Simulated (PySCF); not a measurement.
C8H11 (doublet state).
Structure used (GFN2-xTB), in Å, numbered top down from 1:
```xyz
19
C8H11 angstrom
C     -1.7869   -0.6360    0.9075
C     -1.2727   -0.5133   -0.4703
C     -1.2203    0.9786   -0.7209
C     -0.1088    1.6908   -0.6078
C      1.2280    1.1053   -0.2668
C      1.1177   -0.3292    0.1598
C      1.8038   -0.8350    1.1712
C      0.1297   -1.1187   -0.6412
H     -1.1076   -0.5416    1.7326
H     -2.8399   -0.5638    1.1005
H     -1.9676   -0.9727   -1.1827
H     -2.1642    1.4529   -0.9467
H     -0.1234    2.7590   -0.7808
H      1.8718    1.1716   -1.1537
H      1.7052    1.7036    0.5139
H      2.4921   -0.2403    1.7489
H      1.7111   -1.8690    1.4586
H      0.3989   -1.0692   -1.6996
H      0.1231   -2.1637   -0.3298
```

The hyperfine couplings belong to this conformer and change with its torsions.

Identity: `[CH2][C@H]1C=CCC(=C)C1` [radical].

Method: UKS B3LYP, pcH-1 on C H, non-relativistic, mean-field spin-orbit, GIAO in PySCF 2.14.0. Isolated species at its GFN2-xTB geometry (one conformer only). The geometry wasn't refined by DFT: couplings that depend on bond lengths, twists or pyramidal angles can differ widely from those at the functional's own minimum. The SCF solution wasn't tested for stability.

Computed for the main isotopes (class means, splittings of 0.05 mT or more): g = 2.0025; H9/H10 1H -58.6 MHz (2.09 mT); H11 1H +31.1 MHz (1.11 mT); H14 1H +8.2 MHz (0.29 mT); H15 1H +6.4 MHz (0.23 mT); H18 1H +2.2 MHz (0.08 mT); H19 1H -1.7 MHz (0.06 mT); 96 first-order lines, 5.95 mT wide. Two of these splittings differ by less than 0.03 mT, so with lines wider than that fewer lines would be seen.

Question: What changes when 1H at H14 is replaced by 2H?

Answer: The spin density stays the same (vibrational effects aside), so a scales with the nuclear g factor: 0.85744/5.58569 = 0.1535, so a goes from +8.2 to +1.3 MHz (0.045 mT). The spin goes from 1/2 to 1, so the 1:1 doublet becomes a 1:1:1 triplet. The spectrum then has 144 first-order lines over 5.75 mT, counting the new splitting although it is under 0.05 mT.

Question: Where do the 13C satellites of C1 appear, and how strong are they?

Answer: a = +92.3 MHz, or 3.29 mT in magnitude, and I = 1/2, so to first order each main line has two satellites, at ±1.65 mT. The isotope's abundance is about 1.07 %, shared among 2 lines, so each has 0.54 % of the main line's intensity.

Question: Give position and intensity of the satellites from 13C at C3.

Answer: a = +72.9 MHz, or 2.60 mT in magnitude, and I = 1/2, so to first order each main line has two satellites, at ±1.30 mT. The isotope's abundance is about 1.07 %, shared among 2 lines, so each has 0.54 % of the main line's intensity.

Question: Give position and intensity of the satellites from 13C at C2.

Answer: a = -25.9 MHz, or 0.92 mT in magnitude, and I = 1/2, so to first order each main line has two satellites, at ±0.46 mT. The isotope's abundance is about 1.07 %, shared among 2 lines, so each has 0.54 % of the main line's intensity.

Nuclei that the bonding pattern makes equivalent are averaged, as if the motion that swaps them (rotation, inversion, ring flip) were fast.

On an Arm Neoverse V2 with one thread, shared host with 96 logical CPUs at a one-minute load of 48, this took 85 s of wall time (with the writing of density and orbital grids) and 1.0 GiB of memory at its peak.
